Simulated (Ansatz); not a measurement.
CH7FSSi2, SMILES `C[SiH2]S[SiH2]F`, relaxed with RKS PBE0-D4/def2-TZVP in Ansatz 0.2.0 from a PBE-D4/def2-SVP geometry. The force threshold is 0.005 eV/Å; the program also tests the step.

Charge 0, multiplicity 1.

Start:

```xyz
12

C     0.508    0.097   -1.834
Si   -0.949   -0.404   -0.756
S    -0.264   -1.547    0.979
Si    0.321    0.119    2.182
F     1.416    1.049    1.376
H     0.169    0.686   -2.711
H     1.204    0.714   -1.232
H     1.052   -0.798   -2.194
H    -1.908   -1.312   -1.471
H    -1.687    0.809   -0.252
H    -0.832    1.022    2.500
H     0.969   -0.436    3.412
```

(1) How much energy does the relaxation release, and in how many steps? (An estimate is asked.)

(2) Which bonds change most? (An estimate is asked.)

(3) Give the relaxed structure. (Best estimate.)

Results:

(1) Ansatz gave: 1.79 kcal/mol, in 12 steps.

(2) Computed: Si4–F5 from 1.647 to 1.602 Å; Si2–S3 from 2.188 to 2.156 Å; S3–Si4 from 2.137 to 2.109 Å; C1–Si2 from 1.880 to 1.860 Å.

(3) Computed: 
```xyz
12

C     0.475    0.117   -1.842
Si   -0.932   -0.408   -0.745
S    -0.230   -1.512    0.968
Si    0.343    0.116    2.181
F     1.534    0.948    1.507
H     0.096    0.652   -2.717
H     1.156    0.775   -1.298
H     1.040   -0.752   -2.185
H    -1.854   -1.337   -1.445
H    -1.693    0.773   -0.255
H    -0.770    1.073    2.370
H     0.835   -0.444    3.459
```
